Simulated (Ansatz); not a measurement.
CH$_{8}$BFSi$_{2}$, SMILES `F[SiH2]BC[SiH3]`. Total charge 0; spin multiplicity 1.

Z-matrix (Å, degrees):
```
Si
B 1 2.010
F 1 1.609 2 113.1
H 1 1.491 2 112.3 3 -121.3
H 1 1.493 2 109.3 3 119.4
C 2 1.531 1 120.4 3 161.7
H 2 1.200 1 120.6 3 -16.0
Si 6 1.904 2 104.3 1 -97.1
H 6 1.095 2 115.2 1 150.5
H 6 1.094 2 116.9 1 18.5
H 8 1.485 6 108.2 2 172.0
H 8 1.486 6 111.1 2 52.6
H 8 1.484 6 110.2 2 -68.3
```

Problem. Give the diagnostics of a CCSD(T)/def2-TZVPP run (frozen core, Ansatz). (Best estimate.)

Solution. Computed: T1 = 0.0123, largest single amplitude 0.019, largest double 0.025, (T) share of the correlation energy 3.3 %, 10 CCSD cycles. The RHF solution is stable towards an unrestricted one. T1 lies under the customary mark of 0.02 for closed shells.
